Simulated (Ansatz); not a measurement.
Two isomers of C2H6ClFSi: A = `FCC[SiH2]Cl`, B = `FC([SiH3])CCl`.

Calculated with Ansatz (gas phase, PBE0-D4/def2-TZVP geometries, no zero-point term in ΔE). CCSD(T)/CBS is the MP2 limit (def2-TZVPP, def2-QZVPP) plus CCSD(T) − MP2 in def2-TZVPP, frozen cores. DFT in def2-TZVPP. B3LYP here is the variant with VWN-RPA as its local correlation; programs differ in this. Each species was taken in one conformer, which may not be the lowest.

A:

Z-matrix (Å, degrees):
```
C
C 1 1.510
F 1 1.386 2 109.9
H 1 1.094 2 111.3 3 119.1
H 1 1.094 2 111.7 3 -119.0
Si 2 1.873 1 114.7 3 -56.3
H 2 1.096 1 110.2 3 65.9
H 2 1.095 1 108.9 3 -177.3
Cl 6 2.062 2 108.7 1 -55.8
H 6 1.483 2 109.6 1 -173.2
H 6 1.479 2 113.0 1 63.8
```

B:

```xyz
11

F    -0.589   -1.229    1.241
C     0.223   -0.480    0.394
Si   -0.548   -0.522   -1.353
C     0.363    0.916    0.928
Cl    1.254    0.973    2.473
H     1.205   -0.966    0.374
H     0.373    0.168   -2.294
H    -1.857    0.178   -1.331
H    -0.724   -1.936   -1.760
H     0.915    1.535    0.219
H    -0.614    1.363    1.109
```

(1) Which isomer does CCSD(T)/CBS put lower? Give the gap. (Best estimate.)

(2) Give E(B) − E(A) in kcal/mol with HF/def2-TZVPP, PBE-D4, B3LYP, B3LYP-D4, B2PLYP, ωB97M-V, PBE0-D4. (Estimate.)

Largest T1 diagnostic: 0.011.

Results:

(1) Ansatz gave: A, by 43.6 kcal/mol.

(2) The calculation gave: HF/def2-TZVPP 45.4, PBE-D4 41.0, B3LYP 42.2, B3LYP-D4 42.4, B2PLYP 43.2, ωB97M-V 43.5, PBE0-D4 43.1. None reverses the order clearly.

From PBE to PBE0 (25 % exact exchange), in def2-TZVPP and without D4, E(B) − E(A) moves by +2.0 kcal/mol.
